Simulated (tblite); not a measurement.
Isomers of C5H2NS (doublet state). All values are computed: GFN2-xTB (tblite) harmonic vibrations without scaling, gas phase. The method is semi-empirical: single wavenumbers can be off by several per cent or more. One conformer each. Open shells enter through the occupations alone, without spin polarisation, and single modes of such species can be off by tens of per cent.

Electronic energies: GFN2-xTB at the same geometries; isomer energies are rough at this level and their order can be wrong.

| SMILES | electronic energy, lowest = 0 (kJ/mol) |
| --- | --- |
| N#Cc1c[c]sc1 | 4.2 |
| N#Cc1[c]csc1 | 0.0 |
| N#Cc1[c]scc1 | 8.7 |

How do GFN2-xTB zero-point energies change the relative energies?

```json
{"SMILES": "N#Cc1[c]csc1", "ZPE (kJ/mol)": "134.2", "of it from modes above 1550 cm⁻¹": "61.5", "electronic (kJ/mol)": "0.0", "with ZPE, lowest = 0 (kJ/mol)": "0.0", "lowest mode (cm⁻¹)": "138", "rings": "1"}
{"SMILES": "N#Cc1c[c]sc1", "ZPE (kJ/mol)": "134.7", "of it from modes above 1550 cm⁻¹": "51.9", "electronic (kJ/mol)": "4.2", "with ZPE, lowest = 0 (kJ/mol)": "4.7", "lowest mode (cm⁻¹)": "137", "rings": "1"}
{"SMILES": "N#Cc1[c]scc1", "ZPE (kJ/mol)": "134.9", "of it from modes above 1550 cm⁻¹": "51.8", "electronic (kJ/mol)": "8.7", "with ZPE, lowest = 0 (kJ/mol)": "9.3", "lowest mode (cm⁻¹)": "136", "rings": "1"}
```

The zero-point energies span 0.7 kJ/mol, from `N#Cc1[c]csc1` to `N#Cc1[c]scc1`. The order is unchanged.

What do entropy and thermal enthalpy add at 298.15 K and 1 bar (rigid rotor, harmonic oscillator, one conformer each)?

| SMILES | point group | symmetry number | S (J/(mol K)) | H − H(0) (kJ/mol) | ZPE + H − H(0) − TS (kJ/mol) |
| --- | --- | --- | --- | --- | --- |
| N#Cc1[c]csc1 | Cs | 1 | 334.1 | 18.33 | 52.9 |
| N#Cc1c[c]sc1 | Cs | 1 | 334.3 | 18.32 | 53.4 |
| N#Cc1[c]scc1 | Cs | 1 | 334.4 | 18.32 | 53.5 |

S holds R ln(2S + 1) for the spin.
